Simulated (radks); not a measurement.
Results of a calculation; reference values are marked as such.
Coulomb parameter of the 4f shell of the samarium ion Sm2+ in the model configuration [Xe] 4f5 6s1, as a second difference U = [E(n + 0.25) + E(n - 0.25) - 2 E(n)] / (0.25)^2 with all orbitals relaxed. "Bare": the charge of the atom changes with n. "Screened": the 6s shell takes up the change at fixed total charge, which measures U(4f,4f) + U(6s,6s) - 2 U(4f,6s). Level of theory: scalar-relativistic Kohn-Sham, PBE, spin-unpolarised, spherical densities, point nucleus (a radial shooting solver on a logarithmic mesh with Libxc functionals).

| case | configuration | E - E(n) (eV) |
|---|---|---|
| start | [Xe] 4f5 6s1 | 0.000 |
| bare +0.25 | [Xe] 4f5.25 6s1 | -5.495 |
| bare -0.25 | [Xe] 4f4.75 6s1 | 6.566 |
| screened +0.25 | [Xe] 4f5.25 6s0.75 | -1.857 |
| screened -0.25 | [Xe] 4f4.75 6s1.25 | 2.308 |

U(bare) = 17.129 eV, U(screened by 6s) = 7.214 eV, against the Slater integral F0(4f,4f) = 27.827 eV with frozen orbitals.
